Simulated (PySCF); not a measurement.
C₂H₆AlF.

```xyz
10

Al    -0.0249     0.0217    -0.0222
C      1.7493    -0.2905    -0.7667
H      2.2670    -1.1400    -0.2917
H      2.3843     0.6019    -0.6185
H      1.7105    -0.4716    -1.8539
C     -0.7118    -0.6252     1.6835
H     -1.3781    -1.4915     1.5194
H     -1.3148     0.1417     2.1978
H      0.0874    -0.9543     2.3677
F     -1.0731     0.9473    -0.9481
```
Charge 0, spin multiplicity 1.

The structure is a stationary point at B3LYP-D3(BJ)/def2-SVP. The isomer is the one that the SMILES or the coordinates give; other isomers of the formula were not compared.

The numbers are results of PBE0/pcSseg-1 (PySCF), not measurements. Non-relativistic, no solvent.

Computed absolute GIAO shielding of each atom: isotropic value and principal components (ppm):
```json
[
 {"atom": "Al1", "σ(iso)": "347.1", "σ11": "233.6", "σ22": "318.6", "σ33": "489.0", "span": "255.4"},
 {"atom": "C2", "σ(iso)": "195.3", "σ11": "189.9", "σ22": "195.1", "σ33": "200.8", "span": "10.9"},
 {"atom": "H3", "σ(iso)": "31.7", "σ11": "27.4", "σ22": "29.0", "σ33": "38.6", "span": "11.1"},
 {"atom": "H4", "σ(iso)": "31.5", "σ11": "27.5", "σ22": "28.4", "σ33": "38.7", "span": "11.2"},
 {"atom": "H5", "σ(iso)": "31.5", "σ11": "27.0", "σ22": "28.3", "σ33": "39.1", "span": "12.1"},
 {"atom": "C6", "σ(iso)": "195.3", "σ11": "190.1", "σ22": "195.2", "σ33": "200.7", "span": "10.6"},
 {"atom": "H7", "σ(iso)": "31.5", "σ11": "27.5", "σ22": "28.4", "σ33": "38.7", "span": "11.2"},
 {"atom": "H8", "σ(iso)": "31.5", "σ11": "27.0", "σ22": "28.3", "σ33": "39.1", "span": "12.1"},
 {"atom": "H9", "σ(iso)": "31.7", "σ11": "27.4", "σ22": "29.0", "σ33": "38.6", "span": "11.1"},
 {"atom": "F10", "σ(iso)": "303.5", "σ11": "186.0", "σ22": "353.6", "σ33": "371.1", "span": "185.1"}
]
```
